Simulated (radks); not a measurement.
The numbers below are computed, except where a source is named.
How relativity changes the ionisation of the selenium ion Se14+ ([Ar] 3d2) to Se15+ ([Ar] 3d1). Spin-unpolarised spherical Kohn-Sham, PBE, point nucleus unless stated (finite: rms radius 4.14 fm), a radial shooting solver on a logarithmic mesh with Libxc functionals. A level marked "c x" has the speed of light scaled by that factor and shares open shells by 2j + 1; other Dirac levels either fill j = l - 1/2 first or share by 2j + 1.

| level | E(Se14+) (hartree) | E(Se15+) (hartree) | IE (eV) | HOMO | <r> HOMO (bohr) |
|---|---|---|---|---|---|
| non-rel. | -2308.02990 | -2290.70996 | 471.30 | 3d | 0.4849 |
| scalar-rel. | -2337.07658 | -2319.80319 | 470.03 | 3d | 0.4853 |
| scalar-rel., finite nucleus | -2337.05891 | -2319.78551 | 470.03 | 3d | 0.4853 |
| Dirac, 2j+1 shares | -2337.22636 | -2319.95352 | 470.02 | 3d5/2 | 0.4861 |
| Dirac, low j first | -2337.29099 | -2319.98765 | 470.85 | 3d3/2 | 0.4841 |
| Dirac, 2j+1 shares, finite nucleus | -2337.20866 | -2319.93581 | 470.02 | 3d5/2 | 0.4861 |
| Dirac, c x 1.5 | -2320.78871 | -2303.48948 | 470.74 | 3d5/2 | 0.4854 |
| Dirac, c x 2 | -2315.16518 | -2297.85685 | 470.98 | 3d5/2 | 0.4852 |
| Dirac, c x 10 | -2308.31330 | -2290.99382 | 471.29 | 3d5/2 | 0.4849 |

NIST Atomic Spectra Database: 473 eV (theoretical). The relativistic part of the total energy of Se14+ is -29.18 hartree (Dirac, 2j+1 shares, finite nucleus), 1.3 % of the non-relativistic value. Spin polarisation and multiplet splitting of open shells are left out at every level.

Beside tabulated values, note that spin-unpolarised runs miss the spin-polarisation part of the exchange energy of open shells.
